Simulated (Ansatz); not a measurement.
The cluster Al₄H₅⁺. Total charge 1; singlet. Geometry B3LYP-D4/def2-SVP, basis def2-TZVP, Ansatz.

Cartesian coordinates in Å:
```
Al 3.268 1.107 2.730
Al 1.056 0.366 0.897
Al -0.877 -0.292 -0.726
Al -2.770 -0.949 -2.333
H -2.417 -0.585 -0.230
H 2.593 0.996 0.745
H -0.817 -1.646 -1.654
H -1.359 0.664 -1.972
H 1.323 0.339 2.543
```

```
run  HOMO (eV)  LUMO (eV)
  A      -9.96      -7.18
  B      -9.06      -7.69
  C      -9.20      -7.89
  D      -9.83      -7.28
  E      -9.55      -7.51
  F      -9.26      -7.78
```

B3LYP takes the VWN-RPA correlation. Another isomer (singlet) lies 0.54 eV lower at PBE0-D4/def2-TZVP; other spin states weren't run for this one.

Question: The runs used B3LYP, BLYP, PBE, PBE0, r2SCAN, r2SCANh. Estimate which is which.

Answer: A PBE0 (25 % exact exchange); B BLYP (0 % exact exchange); C PBE (0 % exact exchange); D B3LYP (20 % exact exchange); E r2SCANh (10 % exact exchange); F r2SCAN (0 % exact exchange). Exact exchange lowers occupied and raises empty levels; among semilocal functionals meta-GGAs tend to open the gap a little, and such runs are hard to tell apart. The gap grows from 1.31 eV (PBE) to 2.79 eV (PBE0).
